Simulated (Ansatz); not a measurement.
SnH3(NHMe) (CH7NSn). Total charge 0; singlet. Geometry B3LYP-D4/def2-SVP, basis def2-TZVP, Ansatz.

| run | HOMO (eV) | LUMO (eV) |
| --- | --- | --- |
| A | -8.75 | 1.30 |
| B | -8.83 | 1.67 |
| C | -9.17 | 1.82 |
| D | -6.43 | -0.12 |
| E | -6.03 | -0.48 |
| F | -5.08 | -0.90 |

In the def2 sets Sn takes a core potential; there is no spin–orbit coupling. LC-ωPBE has ω = 0.4 bohr⁻¹. HSE06 is defined as in plane-wave codes, on full-range PBE exchange.

**Question.** The runs used HSE06, LC-ωPBE, PBE, PBE0, ωB97M-V, ωB97X-V. Estimate which is which.

**Answer.** A ωB97M-V (range-separated); B ωB97X-V (range-separated); C LC-ωPBE (range-separated); D PBE0 (25 % exact exchange); E HSE06 (range-separated); F PBE (0 % exact exchange). Exact exchange lowers occupied and raises empty levels; among semilocal functionals meta-GGAs tend to open the gap a little, and such runs are hard to tell apart. The gap grows from 4.18 eV (PBE) to 10.99 eV (LC-ωPBE).
